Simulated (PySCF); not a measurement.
A structure optimised at r2SCAN-D4/def2-SVP, used in a PySCF frequency run:

```xyz
12

C      0.5699    -1.6755     0.0000
As    -0.4323    -0.0596     0.0000
C      0.4707     0.8576     1.4958
C      0.4707     0.8576    -1.4958
H      0.7150    -2.2325     0.9324
H      0.7150    -2.2325    -0.9324
H      0.0839     1.8847     1.5745
H      0.2404     0.3290     2.4329
H      1.5606     0.8821     1.3491
H      0.2404     0.3290    -2.4329
H      1.5606     0.8821    -1.3491
H      0.0839     1.8847    -1.5745
```
Charge 0, spin multiplicity 2.

Problem. Write its SMILES, formula and point group.

Solution. [CH2][As](C)C, C₃H₈As, Cs

Problem. What are its rotational constants (standard atomic weights)?

Solution. 5.0932, 4.8261, 3.4448 GHz
